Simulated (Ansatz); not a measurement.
Molecule: C6H13S, net charge 0, doublet state. It need not be the lowest isomer of its formula. 
Geometry from a B3LYP-D3(BJ)/def2-TZVP (Ansatz, a quantum-chemistry and plane-wave program) optimisation:
```xyz
20

C     -3.9847     0.7195    -0.3229
C     -2.5519     1.0096     0.1144
C     -1.5938    -0.1404    -0.1833
C     -0.1571     0.1437     0.2574
C      0.7647    -0.9921    -0.0349
S      2.4707    -0.9662     0.1713
C      2.9118     0.7670    -0.1270
H     -4.6483     1.5570    -0.1001
H     -4.0364     0.5301    -1.3978
H     -4.3794    -0.1629     0.1864
H     -2.1928     1.9156    -0.3849
H     -2.5328     1.2261     1.1875
H     -1.6032    -0.3572    -1.2560
H     -1.9501    -1.0478     0.3159
H      0.1908     1.0584    -0.2344
H     -0.1552     0.3743     1.3353
H      0.3683    -2.0000    -0.0566
H      3.9966     0.8203    -0.0531
H      2.4728     1.4252     0.6203
H      2.6037     1.0762    -1.1251
```
Charge 0, spin multiplicity 2.

Quantity: atomisation energy (electronic, to ground-state atoms), in kcal/mol. Cores are frozen in the correlated levels unless marked. Open shells are spin-unrestricted. No spin-orbit coupling. Non-relativistic. The coupled-cluster limit lacks core correlation, which all-electron functionals hold. Basis-set limits of correlation are two-point, X^-3; Hartree-Fock from the larger set. The bracket is a focal-point correction in the basis named.

| level | program | atomisation energy (kcal/mol) |
|---|---|---|
| revPBE/def2-TZVPD | Ansatz | 1813.1 |
| PBE0-D3(BJ)/def2-TZVP | Ansatz + dftd3 | 1863.2 |
| r2SCANh-D4/def2-TZVPD | Ansatz + dftd4 | 1847.4 |
| MP2/STO-3G | Ansatz | 1906.9 |
| RI-MP2/cc-pV(T+d)Z | Ansatz | 1818.2 |
| RI-MP2/cc-pV(Q+d)Z | Ansatz | 1843.5 |
| RI-MP2/CBS(cc-pV(T+d)Z,cc-pV(Q+d)Z)+[CCSD(T)-MP2]/cc-pV(T+d)Z | Ansatz | 1845.4 |
